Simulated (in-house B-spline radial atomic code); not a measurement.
**Ionising neutral holmium with different functionals**

Computed with an all-electron radial atomic-structure program (B-spline basis): scalar-relativistic (spin-free X2C) Hamiltonian, Fermi nucleus of rms radius 5.2022 fm, spin-polarised at highest spin, spherical fractional occupations for the functionals, and exact exchange of hybrids averaged over the configuration. The ionisation energy is the difference of two self-consistent energies, [Xe] 4f11 6s2 → [Xe] 4f11 6s1, without Breit or QED terms; ε is the level of the shell that loses the electron (its least bound occupied spin orbital). There is no spin-orbit coupling in this Hamiltonian.

| method | rung | ΔSCF (eV) | -ε(6s) (eV) |
| --- | --- | --- | --- |
| PBE0 | global hybrid | 5.91 | 4.25 |
| B3LYP | global hybrid | 6.11 | 4.17 |
| TPSSh | global hybrid | 5.86 | 3.92 |
| BHandHLYP | global hybrid | ? | ? |
| r2SCAN0 | global hybrid | 5.77 | 4.29 |
| B97-1 | global hybrid | 6.16 | 4.10 |
| HSE06 | range-separated hybrid | ? | ? |
| wB97X | range-separated hybrid | 6.21 | 5.90 |
| CAM-B3LYP | range-separated hybrid | 6.02 | 5.11 |
| LC-wPBE | range-separated hybrid | 5.71 | 5.88 |

(1) What does BHandHLYP give?

(2) What does HSE06 give?

(3) Among the functionals, which spreads more, the ΔSCF values or the orbital energies?

(4) How do they compare with the NIST value?

Answers

(1) ΔSCF 5.85 eV, and -ε(6s) = 4.64 eV.

(2) ΔSCF 5.92 eV, and -ε(6s) = 3.94 eV.

(3) The orbital energies: ΔSCF values span about 0.50 eV and the orbital energies 1.98 eV.

(4) NIST lists 6.021 eV (measured, ground level to ground level). Errors run from -0.31 to +0.19 eV; CAM-B3LYP is closest (+0.00 eV), but part of that can be cancellation, since the calculations leave out spin-orbit coupling, Breit-QED terms, multiplet and fine-structure energies.
